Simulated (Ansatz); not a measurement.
Ansatz (a program for electronic structure) input (PBE0/def2-TZVP):

Ansatz 0.2 input:
```yaml
crystal:
  periodic: [false, false, false]
  atoms:
    - {symbol: Ta, position_ang: [-0.15800628, 0.32430224, 0.03407163]}
    - {symbol: O, position_ang: [0.21375173, 0.90171318, -1.53609472]}
    - {symbol: Cl, position_ang: [0.57790853, -1.81692759, 0.57656051]}
basis:
  gaussian:
    orbitals: def2-TZVP
hamiltonian:
  xc: {name: PBE0}
magnetization: {spin_polarized: true, initial_magnetization: 2}
relax: {f_tol: 0.003, max_steps: 100}
```

Output:

```
Functional definition: PBE0
integrals: 0.04 GiB planned
827 factors; their error is unknown
mean field: 0.44 GiB planned
mean field evaluation 1: about -16107.6743 eV, gradient 5.0e1 eV
mean field evaluation 2: about -15938.9399 eV, gradient 1.7e2 eV
mean field evaluation 4: about -16116.9228 eV, gradient 6.6e0 eV
mean field evaluation 8: about -16117.1305 eV, gradient 1.5e-1 eV
mean field evaluation 16: about -16117.1745 eV, gradient 1.5e-3 eV
mean field evaluation 32: about -16117.0297 eV, gradient 2.2e0 eV
mean field -16117.17445431 eV, -592.2952365828 hartree, gradient 5.5e-6 eV, S^2 2.012234; 1 other end points of the search recorded, 0 dependent functions left out
the calculation of the forces begins
reference -16117.17448819 eV, -592.2952378276 hartree; 20, 18 occupied and 88, 90 virtual orbitals, 827 factors
relax step   1: F+E_penalty+E_count = -16117.17445431 eV  Δ(F+E_penalty+E_count) = +0.000e0 eV  max|allowed force component| = 6.156e-1 eV/Å  Δτ_max = 0.0000 Å  (65 SCF iters, accepted)
these checks for a lower state are left out or cut short: starts, cluster_reference, orbital_swaps, neighbouring_geometries, increment
integrals: 0.04 GiB planned
827 factors; their error is unknown
mean field: 0.44 GiB planned
mean field -16117.18115242 eV, -592.2954827338 hartree, gradient 8.3e-6 eV, S^2 2.011544; 0 other end points of the search recorded, 0 dependent functions left out
the calculation of the forces begins
reference -16117.18118654 eV, -592.2954839877 hartree; 20, 18 occupied and 88, 90 virtual orbitals, 827 factors
relax step   2: F+E_penalty+E_count = -16117.18115242 eV  Δ(F+E_penalty+E_count) = -6.698e-3 eV  max|allowed force component| = 1.146e-1 eV/Å  Δτ_max = 0.0207 Å  (53 SCF iters, accepted)
these checks for a lower state are left out or cut short: starts, cluster_reference, orbital_swaps, neighbouring_geometries, increment
integrals: 0.04 GiB planned
827 factors; their error is unknown
mean field: 0.44 GiB planned
mean field -16117.18145731 eV, -592.2954939383 hartree, gradient 1.0e-5 eV, S^2 2.011624; 0 other end points of the search recorded, 0 dependent functions left out
the calculation of the forces begins
reference -16117.18149139 eV, -592.2954951904 hartree; 20, 18 occupied and 88, 90 virtual orbitals, 827 factors
relax step   3: F+E_penalty+E_count = -16117.18145731 eV  Δ(F+E_penalty+E_count) = -3.049e-4 eV  max|allowed force component| = 4.567e-2 eV/Å  Δτ_max = 0.0128 Å  (52 SCF iters, accepted)
these checks for a lower state are left out or cut short: starts, cluster_reference, orbital_swaps, neighbouring_geometries, increment
integrals: 0.04 GiB planned
827 factors; their error is unknown
mean field: 0.44 GiB planned
mean field evaluation 64: about -16117.1816 eV, gradient 1.4e-5 eV
mean field -16117.18163539 eV, -592.2955004825 hartree, gradient 1.4e-5 eV, S^2 2.011601; 0 other end points of the search recorded, 0 dependent functions left out
the calculation of the forces begins
reference -16117.18166947 eV, -592.2955017351 hartree; 20, 18 occupied and 88, 90 virtual orbitals, 827 factors
relax step   4: F+E_penalty+E_count = -16117.18163539 eV  Δ(F+E_penalty+E_count) = -1.781e-4 eV  max|allowed force component| = 2.701e-2 eV/Å  Δτ_max = 0.0066 Å  (54 SCF iters, accepted)
these checks for a lower state are left out or cut short: starts, cluster_reference, orbital_swaps, neighbouring_geometries, increment
integrals: 0.04 GiB planned
827 factors; their error is unknown
mean field: 0.44 GiB planned
mean field -16117.18164701 eV, -592.2955009095 hartree, gradient 6.3e-6 eV, S^2 2.011584; 0 other end points of the search recorded, 0 dependent functions left out
the calculation of the forces begins
reference -16117.18168110 eV, -592.2955021622 hartree; 20, 18 occupied and 88, 90 virtual orbitals, 827 factors
relax step   5: F+E_penalty+E_count = -16117.18164701 eV  Δ(F+E_penalty+E_count) = -1.162e-5 eV  max|allowed force component| = 2.897e-3 eV/Å  Δτ_max = 0.0007 Å  (57 SCF iters, accepted)
integrals: 0.04 GiB planned
827 factors; their error is unknown
mean field: 0.44 GiB planned
mean field evaluation 96: about -16117.1816 eV, gradient 8.5e-3 eV
mean field -16117.18164701 eV, -592.2955009095 hartree, gradient 6.3e-6 eV, S^2 2.011584; 2 other end points of the search recorded, 0 dependent functions left out
the calculation of the forces begins
reference -16117.18168110 eV, -592.2955021622 hartree; 20, 18 occupied and 88, 90 virtual orbitals, 827 factors
Total energy: -16117.18168110 eV, -592.2955021622 hartree
Atom 0 at    -0.159221     0.324368     0.037033 Å, force     0.000308     0.001915    -0.002897 eV/Å
Atom 1 at     0.216973     0.884729    -1.525258 Å, force    -0.000645    -0.000918     0.002631 eV/Å
Atom 2 at     0.575903    -1.800009     0.562763 Å, force     0.000337    -0.000996     0.000266 eV/Å
Dipole moment:    -0.352506     0.265020     0.585657 e Å
```

This is an excited triplet: at this geometry the singlet lies 0.05 eV lower at RI-MP2/CBS(def2-TZVPPD,def2-QZVPPD)+[CCSD(T)-MP2]/def2-TZVPPD.
